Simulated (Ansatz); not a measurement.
Reaction (ligand exchange at the Si–C bond): `CC(=N)[SiH3]` + `[OH][Sn][OH]` → `[OH][Sn][O][SiH3]` + `CC=N`

Gas-phase electronic energies from Ansatz, PBE0-D4/def2-TZVP geometries. CCSD(T)/CBS adds triple-zeta CCSD(T) − MP2 to the extrapolated MP2 energy (def2 sets, frozen cores). Functionals use def2-TZVPP. B3LYP here is the variant with VWN-RPA as its local correlation; programs differ in this. HSE06 is defined as in plane-wave codes. def2 core potentials past Kr. For Sn outer-core shells are correlated without core-valence functions, which leaves a few kJ/mol of doubt a bond. One conformer a species, not always the lowest.

CCSD(T)/CBS gives -1.23 eV.

Q: Another level gave -1.24 eV. Which?
A. HF/def2-TZVPP
B. B3LYP-D4/def2-TZVPP
C. HSE06/def2-TZVPP
D. LC-ωPBE/def2-TZVPP

A: B. B3LYP-D4 -1.24, HSE06 -1.14, LC-ωPBE -1.19, HF/def2-TZVPP -1.49 eV.

Largest T1 diagnostic among the species: 0.018.

From r2SCAN to r2SCAN0 (25 % exact exchange), in def2-TZVPP and without D4, ΔE moves by −0.05 eV. In def2-TZVPP, CCSD(T) changes the Hartree–Fock value by +0.25 eV (the triples alone add +0.04 eV) and MP2 by +0.23 eV. Leaving LDA and LC-ωPBE aside and taking each functional with its dispersion term where it has one, the values, not all of them listed here, spread over 0.34 eV, from BHLYP-D4 to revPBE-D4.
